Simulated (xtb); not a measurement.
A run for xtb: GFN1-xTB on SnC, 2S+1 = 3, a spin state set in the input, which need not be the lowest, a point of a bond scan (R = 1.864 Å).

```
$ xtb mol.xyz --gfn 1 --sp --chrg 0 --uhf 2
2

C      0.00000000     0.00000000     0.00000000
Sn     0.00000000     0.00000000     1.86366900
```

It printed:

```
[...]
           -------------------------------------------------
          |                Calculation Setup                |
           -------------------------------------------------



           -------------------------------------------------
          |                 G F N 1 - x T B                 |
           -------------------------------------------------

        Reference                      10.1021/acs.jctc.7b00118
      * Hamiltonian:
        H0-scaling (s, p, d)           1.850000    2.250000    2.000000
        zeta-weighting                 0.000000
      * Dispersion:
        s8                             2.400000
        a1                             0.630000
        a2                             5.000000
        s9                             0.000000
      * Repulsion:
        kExp                           1.500000
        rExp                           1.000000
      * Coulomb:
        alpha                          2.000000
        third order                    atomic
        anisotropic                    false
      * Halogen bond correction:
        rad-scale                      1.300000
        damping                        0.440000


          ...................................................
          :                      SETUP                      :
          :.................................................:
          :  # basis functions                  14          :
          :  # atomic orbitals                  13          :
          :  # shells                            5          :
          :  # electrons                         8          :
          :  # halogen bonds                     0          :
          :  max. iterations                   250          :
          :  Hamiltonian                  GFN1-xTB          :
          :  restarted?                      false          :
          :  GBSA solvation                  false          :
          :  PC potential                    false          :
          :  electronic temp.          300.0000000     K    :
          :  accuracy                    1.0000000          :
          :  -> integral cutoff          0.2500000E+02      :
          :  -> integral neglect         0.1000000E-07      :
          :  -> SCF convergence          0.1000000E-05 Eh   :
          :  -> wf. convergence          0.2000000E-04 e    :
          :  Broyden damping             0.4000000          :
          :  net charge                          0          :
          :  unpaired electrons                  2          :
          ...................................................

 iter      E             dE          RMSdq      gap      omega  full diag
   1     -4.2389553 -0.423896E+01  0.730E+00    1.85       0.0  T
   2     -4.3154640 -0.765086E-01  0.973E+00    3.47       1.0  T
   3     -4.3579522 -0.424883E-01  0.554E+00    2.88       1.0  T
   4     -4.3646608 -0.670852E-02  0.831E-01    2.55       1.0  T
   5     -4.3651746 -0.513825E-03  0.152E-01    2.60       1.0  T
   6     -4.3651889 -0.143137E-04  0.394E-02    2.61       1.8  T
   7     -4.3651897 -0.762678E-06  0.408E-04    2.61     173.5  T
   8     -4.3651897 -0.503482E-10  0.270E-06    2.61   26230.8  T
   9     -4.3651897 -0.621725E-14  0.165E-06    2.61   42862.5  T

   *** convergence criteria satisfied after 9 iterations ***

         #    Occupation            Energy/Eh            Energy/eV
      -------------------------------------------------------------
         1        2.0000           -0.9151856             -24.9035
         2        2.0000           -0.4888929             -13.3035
         3        1.5000           -0.3766239             -10.2485
         4        1.5000           -0.3766239             -10.2485
         5        1.0000           -0.3409840              -9.2786 (HOMO)
         6                         -0.2450762              -6.6689 (LUMO)
         7                         -0.2450762              -6.6689
         8                         -0.1261131              -3.4317
         9                         -0.0854447              -2.3251
        10                         -0.0854447              -2.3251
       ...                                ...                  ...
        13                          0.8288489              22.5541
      -------------------------------------------------------------
                  HL-Gap            0.0959078 Eh            2.6098 eV
             Fermi-level           -0.3348270 Eh           -9.1111 eV

 transition dipole moment (au) for excitation:           4           5
     X       Y       Z
   0.0018   0.0562   0.0000  total (au/Debye):    0.056   0.143
 dE (eV)             :    0.970
 oscillator strength :  0.10627E-03

 SCC (total)                   0 d,  0 h,  0 min,  0.003 sec
 SCC setup                      ...        0 min,  0.000 sec (  3.866%)
 Dispersion                     ...        0 min,  0.000 sec (  1.720%)
 classical contributions        ...        0 min,  0.000 sec (  0.770%)
 integral evaluation            ...        0 min,  0.000 sec ( 13.061%)
 iterations                     ...        0 min,  0.001 sec ( 41.117%)
 molecular gradient             ...        0 min,  0.000 sec ( 10.369%)
 printout                       ...        0 min,  0.001 sec ( 28.491%)

         :::::::::::::::::::::::::::::::::::::::::::::::::::::
         ::                     SUMMARY                     ::
         :::::::::::::::::::::::::::::::::::::::::::::::::::::
         :: total energy              -4.328198800963 Eh    ::
         :: gradient norm              0.091745098244 Eh/a0 ::
         :: HOMO-LUMO gap              2.609783220639 eV    ::
         ::.................................................::
         :: SCC energy                -4.365189672500 Eh    ::
         :: -> electrostatic           0.003771433457 Eh    ::
         :: repulsion energy           0.037388608914 Eh    ::
         :: dispersion energy         -0.000397737377 Eh    ::
         :: halogen bond corr.         0.000000000000 Eh    ::
         :: add. restraining           0.000000000000 Eh    ::
         :: total charge               0.000000000000 e     ::
         :::::::::::::::::::::::::::::::::::::::::::::::::::::

           -------------------------------------------------
          |                Property Printout                |
           -------------------------------------------------

    * Orbital Energies and Occupations

         #    Occupation            Energy/Eh            Energy/eV
      -------------------------------------------------------------
         1        2.0000           -0.9151856             -24.9035
         2        2.0000           -0.4888929             -13.3035
         3        1.5000           -0.3766239             -10.2485
         4        1.5000           -0.3766239             -10.2485
         5        1.0000           -0.3409840              -9.2786 (HOMO)
         6                         -0.2450762              -6.6689 (LUMO)
         7                         -0.2450762              -6.6689
         8                         -0.1261131              -3.4317
         9                         -0.0854447              -2.3251
        10                         -0.0854447              -2.3251
        11                          0.0173485               0.4721
        12                          0.0173485               0.4721
        13                          0.8288489              22.5541
      -------------------------------------------------------------
                  HL-Gap            0.0959078 Eh            2.6098 eV
             Fermi-level           -0.3348270 Eh           -9.1111 eV

  Mulliken/CM5 charges         n(s)   n(p)   n(d)
     1C    -0.18339 -0.19415   1.487  2.696  0.000
Note: The following floating-point exceptions are signalling: IEEE_DENORMAL
normal termination of xtb
     2Sn    0.18339  0.19415   1.954  1.678  0.185

Wiberg/Mayer (AO) data.
largest (>0.10) Wiberg bond orders for each atom

 ---------------------------------------------------------------------------
     #   Z sym  total        # sym  WBO       # sym  WBO       # sym  WBO
 ---------------------------------------------------------------------------
     1   6 C    2.158 --     2 Sn   2.158
     2  50 Sn   2.158 --     1 C    2.158
 ---------------------------------------------------------------------------

Topologies differ in total number of bonds
Writing topology from bond orders to xtbtopo.mol

 dipole moment from electron density (au)
     X       Y       Z
  -0.0000   0.0000   2.1037  total (Debye):    5.347


           -------------------------------------------------
          | TOTAL ENERGY               -4.328198800963 Eh   |
          | GRADIENT NORM               0.091745098244 Eh/α |
          | HOMO-LUMO GAP               2.609783220639 eV   |
           -------------------------------------------------

------------------------------------------------------------------------
------------------------------------------------------------------------
 total:
 SCF:
```

The run finished.

Cost: about 0.06 core-seconds (a rough figure).
